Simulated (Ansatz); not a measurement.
C2H10N2Si, SMILES `CNC(N)[SiH3]`, relaxed with RKS PBE-D4/def2-SVP in the Gaussian-basis code of Ansatz from a rough embedded geometry. The force threshold is 0.03 eV/Å; the program also tests the step.

Charge 0, multiplicity 1.

Start:

```xyz
15

C     1.793    0.606   -0.217
N     0.806   -0.288   -0.623
C    -0.195   -0.496    0.376
N    -0.738   -1.895    0.053
Si   -1.607    0.743    0.417
H     1.413    1.666   -0.006
H     2.310    0.299    0.732
H     2.578    0.716   -0.939
H     0.345    0.044   -1.483
H     0.191   -0.584    1.386
H     0.087   -2.434    0.022
H    -1.010   -1.821   -0.952
H    -1.050    2.145    0.775
H    -2.243    0.895   -0.936
H    -2.681    0.404    1.395
```

Problem. By how much does the energy fall, and how many steps does the optimiser take? (An estimate is asked.)

Solution. Ansatz gave: 54.78 kJ/mol, in 7 steps, 2 of them rejected.

Problem. Which bonds change most? (Estimate.)

Solution. Computed: C3–N4 from 1.535 to 1.453 Å; C1–N2 from 1.392 to 1.454 Å; C3–Si5 from 1.880 to 1.930 Å; N4–H11 from 0.986 to 1.031 Å.

Problem. Give the relaxed structure. (An estimate is asked.)

Solution. The calculation gave: 
```xyz
15

C     1.871    0.723   -0.129
N     0.891   -0.229   -0.625
C    -0.196   -0.576    0.302
N    -0.823   -1.860    0.037
Si   -1.618    0.725    0.396
H     1.461    1.717    0.187
H     2.396    0.293    0.752
H     2.638    0.911   -0.907
H     0.510    0.083   -1.528
H     0.271   -0.628    1.313
H    -0.091   -2.582   -0.052
H    -1.303   -1.837   -0.873
H    -1.059    2.123    0.476
H    -2.388    0.617   -0.899
H    -2.560    0.520    1.551
```
